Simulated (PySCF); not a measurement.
Fine-structure interval of K²⁺ by level of theory

K²⁺ [Ne] 3s2 3p5 [3p1/2^2 3p3/2^3, M_J = 3/2] → K²⁺ [Ne] 3s2 3p5 [3p1/2^1 3p3/2^4, M_J = 1/2], as a difference of total energies. All numbers are calculated (PySCF 2.14, the two-component X2C-1e Hamiltonian, in an uncontracted even-tempered set (22 s from 0.054 bohr⁻², ratio 2.4; 15 p from 0.071 bohr⁻², ratio 2.4; 5 d from 1.3 bohr⁻², ratio 2.6; 5 f from 2 bohr⁻², ratio 2.6)). Correlated levels: 1s2 frozen; the 52 highest virtual spinors dropped. "Screened" scales the spin-orbit matrix elements by Boettger's factors to mimic the two-electron term; Breit and QED terms are absent.

```json
{"method": "GHF (screened spin-orbit)", "fine-structure interval (cm⁻¹)": "1818.6"}
{"method": "GMP2 (screened spin-orbit)", "fine-structure interval (cm⁻¹)": "2097.7"}
{"method": "GHF (bare spin-orbit)", "fine-structure interval (cm⁻¹)": "2060.5"}
```

GHF and GMP2 differ strongly here because the two determinants are spin-polarised to different degrees; the interval is a small difference of such terms.

The determinant of the upper state mixes levels of different J (the jj label is only the starting occupation), so the difference between spin-free and spin-orbit rows is not the physical spin-orbit shift.
